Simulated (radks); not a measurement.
Question: The mean radii <r> (bohr) of the occupied orbitals of an atom or ion are listed with their occupations. Calculated with a radial shooting solver on a logarithmic mesh with Libxc functionals: scalar-relativistic Kohn-Sham, PBEsol, spin-polarised, spherical densities, point nucleus.

orbital  occ.      <r>
1s down     1  0.01659
1s up       1  0.01659
2s down     1  0.06993
2s up       1  0.06993
2p down     3  0.06329
2p up       3  0.06329
3s down     1   0.1807
3s up       1   0.1807
3p down     3   0.1822
3p up       3   0.1822
3d down     5   0.1651
3d up       5   0.1651
4s down     1   0.3993
4s up       1   0.3993
4p down     3   0.4256
4p up       3   0.4256
4d down     5   0.4490
4d up       5   0.4490
5s down     1   0.9015
5s up       1   0.9015
4f down     7   0.4826
4f up       7   0.4826
5p down     3    1.039
5p up       3    1.039
5d up       5    1.442
5d down     5    1.441
5f up       1    8.466

Name the element and its charge. Open shells, if any, are filled with parallel spins first.

Answer: Z = 80, mercury, charge +1: Hg+ in [Xe] 4f14 5d10 5f1. The 1s radius gives Z: for a bare nucleus <r> = (2 gamma + 1)/(2Z) with gamma = sqrt(1 - (Z/c)^2), 0.0164 bohr for Z = 80, and screening makes it slightly larger (0.01659 here). The occupations add up to 79, and the charge is Z minus that.
